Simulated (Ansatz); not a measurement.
`[Cl][SnH]([Cl])[Cl]` + `CS[SiH](N)F` → `C[S][SnH]([Cl])[Cl]` + `N[SiH](F)Cl`  (redistribution)

Calculated with Ansatz (gas phase, PBE0-D4/def2-TZVP geometries, no zero-point term in ΔE). CCSD(T)/CBS adds triple-zeta CCSD(T) − MP2 to the extrapolated MP2 energy (def2 sets, frozen cores). DFT in def2-TZVPP. B3LYP here is the variant with VWN-RPA as its local correlation; programs differ in this. def2 core potentials past Kr. For Sn outer-core shells are correlated without core-valence functions, which leaves a few kJ/mol of doubt a bond. Each species was taken in one conformer, which may not be the lowest.

```csv
level,ΔE (eV)
PBE0-D4,-0.23
B2PLYP,-0.23
r2SCAN,-0.22
B3LYP,-0.21
MP2/def2-TZVPP,-0.30
CCSD/def2-TZVPP,-0.25
HF/def2-QZVPP,-0.18
CCSD/CBS(def2),-0.25
```

What does CCSD(T)/CBS give? (Estimate.)

The calculation gave: -0.26 eV. The listed levels differ from it by 0.03, 0.03, 0.04, 0.05, -0.04, 0.01, 0.08, 0.01 eV.

Largest T1 diagnostic among the species: 0.011.

In def2-TZVPP, CCSD(T) changes the Hartree–Fock value by −0.07 eV (the triples alone add −0.01 eV) and MP2 by −0.11 eV.
